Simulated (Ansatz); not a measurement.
One arrangement of a pair

The pair of HBr (SMILES Br, atoms 1–2) and F₂ (SMILES FF, atoms 3–4), both closed shells, in one local arrangement (a lower one may exist), relaxed at PBE0-D4/def2-TZVP:

Br1  (-0.351, 0.013, -2.345)
H2  (0.077, -0.061, -0.993)
F3  (-0.448, 0.217, 1.975)
F4  (0.722, -0.169, 1.364)
(Å)

Ansatz 0.2.0; basis: def2-TZVPPD, with def2-QZVPPD for the basis limit; cores frozen in the correlated methods. Filled d shells of the heavier atoms are correlated. The def2 sets are not built for correlating such inner shells, so the correlated values are less sure here. B3LYP uses VWN-RPA correlation. Extrapolation: Hartree–Fock as exp(−7.88 √X), correlation as X^−2.97. Interaction energies count from these two fragments, frozen as in the pair, with the counterpoise correction; negative means bound.

Q: What is the interaction energy by CCSD(T) at an estimated basis limit (MP2 extrapolated from triple and quadruple zeta, plus CCSD(T) − MP2 in triple zeta)? (An estimate is asked for; the value comes from the calculation.)

A: The calculation gives: -2.3 kJ/mol. Hartree–Fock alone gives 1.3 kJ/mol at the basis limit, so without correlation the pair would not bind at this distance. It counts from the two fragments frozen as in the pair.

The same quantity by other methods in triple zeta, and each one's difference from that estimate:
```tsv
method	E_int (kJ/mol)	difference
PBE-D4	-3.1	-0.9
revPBE-D4	-2.0	0.3
BLYP-D4	-1.8	0.5
r2SCAN-D4	-2.4	-0.1
B97M-V	-2.4	-0.2
PBE0-D4	-2.4	-0.1
B3LYP-D4	-2.0	0.3
HSE06-D4	-2.5	-0.2
wB97X-V	-2.3	0.0
wB97M-V	-2.1	0.2
B2PLYP	-1.0	1.2
HF	1.2	3.5
MP2	-2.0	0.2
CCSD	-1.3	1.0
CCSD(T)	-1.8	0.4
```
Differences are method less estimate.

Q: Which atoms make the shortest contact between the fragments?

A: H2 and F4, 2.45 Å apart.

Basis-set superposition shift (counterpoise-corrected less uncorrected): CCSD(T) 1.9; MP2 1.9; HF 0.4; PBE0-D4 0.4; wB97M-V 0.3 kJ/mol.

T1 diagnostic: at most 0.013. The restricted Hartree–Fock reference is unstable towards an unrestricted one at one or more of these structures.

For scale, one of the runs: CCSD(T)/def2-TZVPPD, 154 basis functions, launched by `ansatz run in.yaml --threads 2 --pin off --events-out ev --progress --plain --max-ram 5222MiB`. Time: 32 s of wall clock on 2 CPU threads of an Arm Neoverse V2; the host was shared. Peak host memory: 1.1 GiB.
